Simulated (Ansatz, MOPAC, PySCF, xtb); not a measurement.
Dimer: HCl (SMILES Cl) (first 2 atoms) with C3H6 (SMILES C=CC); geometry from B3LYP-D3(BJ)/def2-TZVP, rigid monomers moved along the line of their centres of mass till H2···C3 is 3.19 Å.
(charge 0, multiplicity 1):
```xyz
11

Cl     0.24085     0.21109     0.53840
H      0.54917     0.09147     1.79287
C      1.05854    -0.56142     4.87657
C      0.14967     0.39813     5.03044
C     -1.32991     0.19136     5.03237
H      0.77007    -1.59925     4.75110
H      2.11905    -0.34500     4.88618
H      0.48988     1.42255     5.15822
H     -1.80196     0.76519     4.23014
H     -1.58846    -0.85961     4.90015
H     -1.76779     0.54127     5.97108
```

Counterpoise-corrected where a basis set is named; no monomer relaxation. Rows marked so take none.

Frozen-core correlation. Rows in 6-31G* carry no dispersion term and start afresh at each structure (6-31G* with six Cartesian d functions). MP2/6-31G* freezes PySCF's default core. The state reached by PM6 isn't checked.

Codes used: Ansatz (a quantum-chemistry and plane-wave program); MOPAC for PM6 (differences of heats of formation); PySCF for 6-31G* rows, the dispersion terms; xtb for the GFN methods. 

```csv
level,interaction energy (kcal/mol)
GFN-FF,-1.27
PM6,-0.98
PBE-D3(BJ)/def2-TZVPPD,-2.40
PBE-D4/def2-TZVPPD,-2.31
wB97M-V/def2-TZVPPD,-2.04
MP2/6-31G*,-1.75
MP2/6-31G* (no counterpoise),-2.31
MP2/aug-cc-pV(D+d)Z,-2.11
CCSD(T)/aug-cc-pV(D+d)Z,?
```

### Question
Some entries are withheld; supply them.

### Answer

- CCSD(T)/aug-cc-pV(D+d)Z, interaction energy (kcal/mol): -1.88
